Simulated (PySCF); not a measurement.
SMILES C(C)(O)=[CH], doublet (PBE0/def2-SVP optimised geometry):

```
9

C     -0.946     0.691    -0.941
C     -0.162     0.185     0.000
C      0.345    -1.220     0.000
O      0.286     0.873     1.090
H     -1.447     1.621    -1.200
H     -0.016    -1.772    -0.876
H      1.447    -1.220     0.000
H      0.017    -1.736     0.916
H     -0.060     1.772     1.056
```

Method: unrestricted PBE0/def2-TZVP run with PySCF.

**Question.** What are the frontier orbital energies (α orbitals alone; a β orbital can be the lowest empty one) and the dipole moment?

**Answer.** HOMO-2 -10.38 eV, HOMO-1 -7.20 eV, HOMO -6.92 eV, LUMO 0.85 eV, LUMO+1 1.10 eV; dipole moment 0.87 D.

On the same geometry unrestricted PBE/def2-TZVP run with PySCF gives HOMO-2 -8.73 eV, HOMO-1 -5.67 eV, HOMO -5.65 eV, LUMO -0.19 eV, LUMO+1 0.22 eV; dipole moment 0.87 D.

Meta-Löwdin charges at PBE0/def2-TZVP: C1 -0.29, C2 0.22, C3 -0.35, O4 -0.47, H5 0.14, H6 0.13, H7 0.13, H8 0.13, H9 0.35.
